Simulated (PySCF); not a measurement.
H5O4Si, SMILES [Si](O)(O)([OH2+])O, charge +1. Atoms are numbered in the order given.

```xyz
10

O      0.4324    -0.3699     1.5911
Si     0.1998    -0.0579     0.0328
O      0.0693    -1.2607    -1.0337
O      0.8766     1.3297    -0.4191
O     -1.5688     0.3961    -0.1610
H      0.2610    -1.2147     2.0284
H      0.7982    -1.7589    -1.4266
H      1.5854     1.7615     0.0778
H     -1.8465     1.3299    -0.0995
H     -2.0719    -0.0682    -0.8587
```
Charge +1, spin multiplicity 1.

Geometry optimised at r2SCAN-D4/def2-SVP. The values are those of a single conformer.

Method: B3LYP/pcSseg-1 (PySCF).

GIAO shieldings, no solvent; atoms listed in one row are averaged. δ = σ(ref) − σ: ¹⁷O against H2O (σ = 333.8 ppm); ²⁹Si against TMS (σ = 338.7 ppm); ¹H against TMS (σ = 31.68 ppm), references at their B3LYP-D3(BJ)/def2-TZVP geometries, non-relativistic.

```
nucleus  atoms  count  δ (ppm)
-------  -----  -----  -------
¹⁷O         O5      1     62.2
¹⁷O         O1      1     59.6
¹⁷O         O3      1     52.0
¹⁷O         O4      1     49.7
²⁹Si       Si2      1    -84.7
¹H         H10      1     6.08
¹H          H9      1     5.75
¹H          H6      1     4.53
¹H          H8      1     4.42
¹H          H7      1     4.34
```
